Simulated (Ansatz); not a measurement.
Ansatz results at the PBE0-D4/def2-TZVP geometry: LUMO energy (ωB97M-V/def2-TZVPP) 0.73 eV; LUMO energy (PBE0/def2-TZVPP) -1.24 eV; HOMO energy (PBE0/def2-TZVPP) -7.84 eV.

Each molecule was computed in one conformer, which needn't be the lowest.

Question: Which molecule gave them?
A. `B[Si](C)(F)Cl`
B. `[SiH3][SiH2][AsH]S`
C. `C/C=C\BCl`
D. `BC[SiH2]BO`

Answer: D. The others give `B[Si](C)(F)Cl`: -0.68, -2.66, -8.24; `[SiH3][SiH2][AsH]S`: 0.93, -0.94, -7.19; `C/C=C\BCl`: 0.10, -1.92, -7.96.
